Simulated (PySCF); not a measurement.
Ge(Me)(OH)(NH2)2, CH8GeN2O, SMILES [CH3][Ge]([NH2])([NH2])[OH], singlet, PBE0/def2-SVP optimised geometry.

```
13

C     -0.75     1.13     0.00
Ge    -0.29    -0.75     0.00
N     -1.10    -1.56    -1.42
N     -0.77    -1.81     1.41
O      1.49    -0.75     0.00
H     -0.30     1.64     0.87
H     -1.84     1.27     0.04
H     -0.37     1.61    -0.91
H     -0.89    -2.55    -1.53
H     -0.97    -1.09    -2.32
H     -1.77    -2.02     1.46
H     -0.46    -1.50     2.32
H      1.84    -1.64     0.12
```

Density from PBE0/def2-TZVP (PySCF 2.14.0) at that geometry.

Minimum of the electron density along straight lines between bonded atoms, close to the bond critical point (lines longer than 1.1 times the sum of covalent radii, or with two minima, are not listed):

```csv
bond,length / Å,ρ at the minimum / e bohr⁻³,∇²ρ there / e bohr⁻⁵,position (fraction from the first atom)
C1–Ge2,1.936,0.133,0.09,0.53
Ge2–N3,1.826,0.144,0.45,0.47
Ge2–N4,1.830,0.143,0.43,0.47
Ge2–O5,1.787,0.141,___,0.47
C1–H6,1.099,0.269,-0.89,0.64
C1–H7,1.099,0.269,-0.89,0.64
C1–H8,1.100,0.268,-0.88,0.64
N3–H9,1.016,0.331,-1.57,0.73
N3–H10,1.016,0.331,-1.57,0.73
N4–H11,1.016,0.331,-1.58,0.74
N4–H12,1.016,0.331,-1.57,0.73
O5–H13,0.963,___,___,0.80
```

Problem. What belongs in the gaps?

Solution. 
- Ge2–O5, ∇²ρ there / e bohr⁻⁵: 0.63
- O5–H13, ρ at the minimum / e bohr⁻³: 0.357
- O5–H13, ∇²ρ there / e bohr⁻⁵: -2.38
